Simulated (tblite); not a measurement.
Problem. What does the GFN2-xTB structure of `FC1=C[C@@H]2[C]3[C@H]1C=C[C@@H]32` [radical] look like in three dimensions? (Doublet state.)

Solution. 
```
atom  x, y, z in Å
F1    -1.6754    2.0883   -0.5853
C2    -1.2026    0.9078   -0.1690
C3    -1.4480   -0.2868   -0.7237
C4    -0.7255   -1.2964    0.0276
C5    -0.0937   -0.6519    1.1919
C6    -0.1656    0.8418    0.9222
C7     1.0748    1.1059    0.1016
C8     1.6056   -0.0437   -0.3366
C9     0.8927   -1.1734    0.2291
H10   -2.0875   -0.4839   -1.5639
H11   -1.0333   -2.3283   -0.0124
H12   -0.3307    1.5155    1.7596
H13    1.3814    2.1041   -0.1553
H14    2.4528   -0.1436   -0.9921
H15    1.3506   -2.1474    0.2844
```

Any rigid rotation of these coordinates is as good. Atoms count from 1 in this order. The 3-membered ring C4–C5–C9 has internal angles of 56.3° to 67.4°. C3 (carbon bonded to 2 C and H) is planar (angles 126.6°, 125.0° and 108.4°, sum 360.0°, 0.01 Å off the plane of its three neighbours). C2 (carbon bonded to 2 C and F) is planar (angles 126.4°, 120.5° and 112.8°, sum 359.6°, 0.05 Å off the plane of its three neighbours). C7 (carbon bonded to 2 C and H) is planar (angles 127.3°, 121.7° and 110.7°, sum 359.7°, 0.04 Å off the plane of its three neighbours).

Bonds between heavy atoms (Å): F1–C2 1.338, C2=C3 1.340, C3–C4 1.451, C4–C5 1.473, C5–C6 1.520, C6–C7 1.511, C7=C8 1.340, C8–C9 1.451, C2–C6 1.507, C4–C9 1.635, C5–C9 1.474.

The geometry is computed with GFN2-xTB (gas phase). This method treats the open shell by occupation alone, without spin polarisation.

Point group: C1 (no symmetry element, even within 0.4 Å). Its GFN2-xTB frequencies are all real (lowest 160 cm⁻¹). Torsions: C2–C3–C4–C5 5°, C3–C4–C5–C6 -14°, C4–C5–C6–C7 -86°, C5–C6–C7–C8 14°.

The run took 0.23 s of wall time on Arm Neoverse V1, one thread, on a shared host. This is the geometry optimisation.

One conformer stands for the species.
